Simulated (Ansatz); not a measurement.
A made-up structure of CH₂SSe, closed shell:

```
5
angstrom
S -1.2687 0.3905 -0.1448
C 0.1858 -0.3460 0.3615
Se -1.3000 -1.6827 0.7289
H -0.7333 1.1229 -1.1409
H -0.0005 -1.0177 1.1992
```

It is relaxed with PBE-D4/def2-SVP and then PBE0-D4/def2-TZVP (Ansatz 0.2.0). Atoms count as bonded within 1.22 times the sum of their covalent radii (H–H: 0.88 Å). The end point is not checked to be a true minimum.

Does its bonding change? (Judge from chemistry; the calculation decides.)

The calculation gives: Yes. Formed: none; broken: S1–Se3, Se3–H5.

Where it ends: The first stage lowers the energy by 5.78 eV in 13 steps. It ends as CH₂SSe ([SH][CH][Se]):
```csv
atom,x (Å),y (Å),z (Å)
S1,-1.2921,0.4081,-0.6398
C2,-0.5788,-0.6883,0.4636
Se3,-1.3211,-2.2052,0.9606
H4,-0.3152,1.3358,-0.6324
H5,0.3906,-0.3835,0.8520
```

Labels in which every atom is bracketed show which atoms are joined, not bond orders.

For scale, one of the runs: PBE0-D4/def2-TZVP relaxation, 128 basis functions, launched by `ansatz run in.yaml --threads 2 --pin off --events-out ev --progress --plain --max-ram 4352MiB`. Hardware: 2 CPU threads of an Arm Neoverse V1, shared host. Wall time about 19 s.
